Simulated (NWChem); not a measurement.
# Correlation energy of silicon monosulfide (SSi)

```
Si
S 1 1.9396
```
Charge 0, spin multiplicity 1.

All runs are NWChem calculations. All single points use one geometry, from PBE0/def2-SVP, a minimum by its harmonic frequencies.

Basis set: 6-31G*. Each correlation energy counts from its own Hartree-Fock reference.

The correlated methods keep 10 core orbitals frozen. The Pople sets run with spherical d functions. Coupled-cluster values serve here as a point of comparison, not as the truth.

Question: One of these methods gave a correlation energy of -191.8 mHa. Which?
A. CR-CCSD(T)
B. CCSDT
C. SCS-MP2
D. MP2

Answer: D, MP2. The others give -222.3 (CR-CCSD(T)), -188.9 (SCS-MP2), -225.6 (CCSDT).
